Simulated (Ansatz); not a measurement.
C2HO, doublet, at a GFN2-xTB geometry, atoms displaced at random by about 0.03 Å a coordinate; PBE0/6-31G, gradient (Ansatz, a first-principles code).

The Ansatz input:
Ansatz 0.2 input:
```yaml
crystal:
  periodic: [false, false, false]
  atoms:
    - {symbol: C, position_ang: [0.06785197, -0.26712012, -1.18284677]}
    - {symbol: C, position_ang: [-0.00881713, 0.00183504, 0.08346018]}
    - {symbol: H, position_ang: [0.09983138, -0.49024790, -2.23969112]}
    - {symbol: O, position_ang: [-0.04293859, 0.24183390, 1.13092431]}
basis:
  gaussian:
    orbitals: 6-31G
hamiltonian:
  xc: pbe0
magnetization: {spin_polarized: true, initial_magnetization: 1}
output: {forces: true}
```

What the program printed (banner, timings and long lists left out):

```
Functional definition: PBE0
364 factors; integrals over basis functions are off by at most 2.2e-4 eV
mean field evaluation 1: about -4124.6409 eV, gradient 2.3e1 eV
mean field evaluation 2: about -4123.0914 eV, gradient 3.2e1 eV
mean field evaluation 4: about -4126.6800 eV, gradient 2.0e0 eV
mean field evaluation 8: about -4126.8288 eV, gradient 1.3e-1 eV
mean field evaluation 16: about -4126.8292 eV, gradient 1.8e-4 eV
mean field evaluation 32: about -4126.8071 eV, gradient 1.1e0 eV
mean field -4126.82918060 eV, -151.6581751216 hartree, gradient 2.5e-10 eV, S^2 0.757953; 2 other end points of the search recorded, 0 dependent functions left out
the calculation of the forces begins
reference -4126.82919242 eV, -151.6581755560 hartree; 11, 10 occupied and 18, 19 virtual orbitals, 364 factors
Total energy: -4126.82919242 eV, -151.6581755560 hartree
Atom 0 at     0.067852    -0.267120    -1.182847 Å, force    -0.059093     0.112717     0.670019 eV/Å
Atom 1 at    -0.008817     0.001835     0.083460 Å, force     0.737216    -3.999503   -17.996528 eV/Å
Atom 2 at     0.099831    -0.490248    -2.239691 Å, force    -0.058419     0.139337     0.709284 eV/Å
Atom 3 at    -0.042939     0.241834     1.130924 Å, force    -0.619704     3.747449    16.617225 eV/Å
Dipole moment:    -0.001192    -0.073039    -0.322329 e Å
```
